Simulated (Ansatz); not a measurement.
A nudged elastic band was laid between two geometries of ClFHSSi (5 atoms, charge 0, multiplicity 2).

The calculation used Ansatz 0.2.0, UKS PBE-D4/def2-SVP.

```json
{"movable images": "7", "climbing image": "yes", "spring": "5.0 eV/Å²", "optimiser": "quadratic models (default)", "start path": "through a guess of the saddle point", "force threshold": "0.05 eV/Å", "iteration limit": "60", "end points": "relaxed"}
```

Initial state:

```xyz
5
Properties=species:S:1:pos:R:3
F 1.584 0.719 -0.390
Si 0.266 -0.229 -0.641
S -1.259 0.166 0.839
Cl 0.813 -2.212 -0.339
H -1.353 1.482 0.489
```

Final state:

```xyz
5
Properties=species:S:1:pos:R:3
F 1.389 0.731 -0.850
Si 0.639 -0.254 0.229
S -1.475 0.183 0.333
Cl 0.756 -2.207 -0.472
H -1.259 1.474 0.718
```

Task: Which bonds break or form, and what moves?

Result: No bond is made or broken. The height of Si2 over the plane of its neighbours goes from 0.68 to -0.68 Å. The two ends are copies of one structure, up to a mirror image or an exchange of like atoms.

Task: What energy profile does the band end with?

Result: It converged. The highest image is number 5 of 0 to 8, 1.22 eV above the ends, which have the same energy within 2 meV. A vibrational analysis at the climbing image gives one clearly imaginary mode, 652i cm⁻¹: a first-order saddle point.

```
image  path coordinate (Å)  energy (eV)  height of Si2 over the plane of its neighbours (Å)
    0                 0.00         0.00                                                0.68
    1                 0.51         0.02                                                0.68
    2                 1.01         0.05                                                0.68
    3                 1.52         0.07                                                0.65
    4                 2.02         0.21                                                0.48
    5                 2.53         1.22                                               -0.05
    6                 3.03         0.08                                               -0.60
    7                 3.54         0.03                                               -0.68
    8                 4.05         0.00                                               -0.68
```

Task: What is the geometry of the highest image?

Result: 
```xyz
5
Properties=species:S:1:pos:R:3
F 1.642 0.683 -0.892
Si 0.391 -0.209 -0.325
S -1.480 0.628 0.006
Cl 0.884 -2.193 -0.160
H -1.386 1.017 1.331
```

Task: What are the harmonic wavenumbers there?

Result: 652i, 158, 223, 284, 419, 624, 705, 888, 2331 cm⁻¹.

The band took 17 iterations and of the order of 6 core-minutes.

Run time: 5.8 min on 1 thread of Arm Neoverse V1 (shared host), peak memory 0.15 GiB.
